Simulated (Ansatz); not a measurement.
Geometry optimisation, UKS PBE-D4/cc-pVDZ in Ansatz 0.2.0.

Input:

```yaml
crystal:
  periodic: [false, false, false]
  atoms:
    - { symbol: Al, position_ang: [3.7e-05, -0.011736, -0.366118] }
    - { symbol: F, position_ang: [0.000146, -0.00907, 2.514902] }
    - { symbol: F, position_ang: [1.495502, 0.0063, -1.183136] }
    - { symbol: F, position_ang: [-1.495534, 0.006301, -1.183012] }
    - { symbol: F, position_ang: [-0.00015, 0.008204, 3.847364] }
magnetization:
  spin_polarized: true
  initial_magnetization: 1
basis:
  gaussian: { orbitals: cc-pVDZ }
hamiltonian:
  xc: pbe
  dispersion: d4
relax:
  f_tol: 0.03
  max_steps: 50
```

Command:

```bash
$ ansatz run input.yaml --threads 2 --pin off --max-ram 3072MiB --backend cpu --events-out ev --progress --plain --runs-dir out
```

Where does it end, and by what steps?

The run converged. After 28 steps the energy has fallen by 5.790 eV; F2 moved furthest, 2.03 Å. Joined: Al1–F2 (2.88 → 1.74 Å), Al1–F5 (4.21 → 1.74 Å).

```csv
step,energy less start (eV),largest force component (eV/Å),accepted
0,0.0000,6.044,yes
1,-0.5454,5.334,yes
2,-1.3217,6.857,yes
3,-2.8938,6.577,yes
4,-3.6455,4.284,yes
5,-3.8512,3.958,yes
6,-4.0779,1.131,yes
7,-4.1149,0.069,yes
8,-4.1149,0.912,yes
9,-4.1762,0.528,yes
10,-4.2227,0.300,yes
11,-4.3263,0.362,yes
12,-4.4620,0.626,yes
13,-4.6840,1.005,yes
14,-5.0357,1.450,yes
15,-5.5045,1.307,yes
16,-5.6371,1.297,yes
17,-5.6970,0.182,yes
18,-5.6995,0.244,yes
19,-5.7062,0.067,yes
20,-5.7077,0.103,yes
21,-5.7107,0.216,yes
22,-5.7161,0.325,yes
23,-5.7259,0.437,yes
24,-5.7398,0.506,yes
25,-5.7574,0.766,yes
26,-5.7882,0.033,yes
27,-5.7823,0.068,no
28,-5.7897,0.016,yes
```

```xyz
5
Properties=species:S:1:pos:R:3
Al 0.000 0.000 0.724
F -0.086 -1.640 1.310
F 1.398 0.379 -0.245
F -1.398 0.232 -0.291
F 0.086 1.028 2.131
```

Run time: 74 s on 2 threads of Intel(R) Xeon(R) Platinum 8375C CPU @ 2.90GHz (Ice Lake) (shared host), peak memory 0.2 GiB.
